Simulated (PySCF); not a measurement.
CH2InNO3, SMILES O=C=[N][In]([OH])[OH]. Heavy atoms are numbered as in [In:1]([N:2]=[C:3]=[O:4])([OH:5])[OH:7]. Hydrogens are named by the atom that carries them.

Geometry: B3LYP-D3(BJ)/def2-SVP. The structure was generated by enumeration; whether it is a known compound was not checked. The def2 effective core potentials stand for the cores of In; spin–orbit coupling is left out. The values are those of a single conformer.

These are PBE/def2-TZVP (PySCF) values and carry that method's errors.

Atomic charges (e), one atom of each kind:

```tsv
atom	Mulliken	Löwdin
In1	0.84	___
N2	-0.30	___
C3	0.17	-0.41
O4	-0.20	0.18
O5 (OH)	-0.57	-0.27
H on O5	0.31	___
```

Q: Fill in the missing entries. (Estimate from the structure and the level; the computed values follow.)

A: 
- In1, Löwdin: 0.45
- N2, Löwdin: -0.03
- H on O5, Löwdin: 0.17
